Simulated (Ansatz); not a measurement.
Breaking the Ga1–H6 bond in GaGeH5 (SMILES [GaH2][GeH3]) (multiplicity 1 held, fragments rigid). Energies count from the point at 1.575 Å.
Geometry at that point (charge 0, multiplicity 1):
```xyz
7

Ga    -1.23044    -0.07769    -0.29200
Ge     1.15730     0.07023     0.27369
H      1.98202    -1.14288    -0.19966
H      1.78713     1.32897    -0.36154
H      1.35930     0.19977     1.79857
H     -2.21720     1.04515     0.20263
H     -1.80127    -1.26983    -1.14606
```

Restricted levels (R-, RO-) in cc, def2 and unpolarised 6-31G sets keep to the state of the molecule at rest. Unrestricted levels (U-) break spin symmetry where that is lower. Active spaces are followed from a long bond inwards. Levels need not reach the same state.

Frozen-core correlation. Filled d and f shells under p-block atoms count as core.

The values were computed with Ansatz (Gaussian basis) for Hartree–Fock, density functionals and correlated methods. Values without a source in brackets are computed.

Predict the energy at R = 5.038 Å from FIC-MRCISD+Q on CASSCF(2,2)/cc-pVDZ.

3.40 eV

What is the computed energy at R = 5.038 Å (U-MP2/cc-pVDZ)?

3.26 eV

Estimate the energy at R = 5.038 Å that R-SCS-MP2/cc-pVDZ returns for this input.

4.47 eV

Doubts at one or more of the structures used: a spin-contaminated determinant (U-MP2/cc-pVDZ); a restricted determinant that unrestricted orbitals would lower (R-SCS-MP2/cc-pVDZ).

Ansatz is a first-principles code.
